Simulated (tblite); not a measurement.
Start geometry of `C1(C(=C[SiH2]C=1)C=C)C=C` from a force field or distance geometry (Å):
```
atom  x, y, z in Å
C1    -1.450   -1.590   -1.462
C2    -1.668   -0.515   -0.689
C3    -0.616    0.400   -0.253
C4    -0.883    1.737   -0.327
Si5    0.567    2.758    0.224
C6     1.475    1.174    0.542
C7     0.725    0.086    0.288
C8     1.308   -1.222    0.542
C9     0.676   -2.236    1.156
H10   -2.291   -2.226   -1.748
H11   -0.475   -1.847   -1.834
H12   -2.680   -0.291   -0.357
H13   -1.795    2.198   -0.660
H14    1.164    3.537   -0.901
H15    0.292    3.539    1.456
H16    2.484    1.189    0.947
H17    2.336   -1.363    0.227
H18   -0.350   -2.141    1.514
H19    1.171   -3.178    1.327
```

Question: What comes out of this run: tblite, GFN2-xTB geometry optimisation, gas phase?

Answer: 
```
atom  x, y, z in Å
C1    -1.2853   -1.6171   -1.3922
C2    -1.5877   -0.5621   -0.6462
C3    -0.6361    0.4399   -0.1822
C4    -0.9408    1.7532   -0.1804
Si5    0.5728    2.7899    0.2203
C6     1.5457    1.1954    0.4128
C7     0.7513    0.1225    0.2256
C8     1.2183   -1.2300    0.5038
C9     0.5030   -2.1814    1.0904
H10   -2.0459   -2.2873   -1.7562
H11   -0.2716   -1.8454   -1.6746
H12   -2.6261   -0.3457   -0.4212
H13   -1.9183    2.0992   -0.4769
H14    1.0019    3.6294   -0.8996
H15    0.4734    3.5510    1.4670
H16    2.5705    1.0808    0.7280
H17    2.2649   -1.4068    0.2829
H18   -0.5274   -2.0333    1.3657
H19    0.9276   -3.1430    1.3255
```

The energy falls by 6.0 kcal/mol over 62 L-BFGS steps, the largest force on an atom goes from 1.59 to 0.007 eV/Å, and the atoms move by 0.181 Å rms after alignment. The bond that changes most is Si5–H14 (SiH2 silicon to Si–H hydrogen), which shortens by 0.029 Å. Bonds longer at the end by more than 0.005 Å: 2 of 19; shorter: 8. Among the angles that change most is Si5–C6–H16, from 120.4° to 127.8°. Among the dihedrals that turn most is H12–C2–C3–C7, from 135° to 149°. Rotational constants go from 2164, 1129, 790.3 to 2387, 1108, 815.2 MHz. The orientation of the end geometry is arbitrary; only internal coordinates are fixed.

On one thread of an Arm Neoverse V2 (shared host), this took 0.4 s.

Its GFN2-xTB frequencies are all real (lowest 92 cm⁻¹). One conformer, not necessarily the lowest.

All values are computed, not measured.
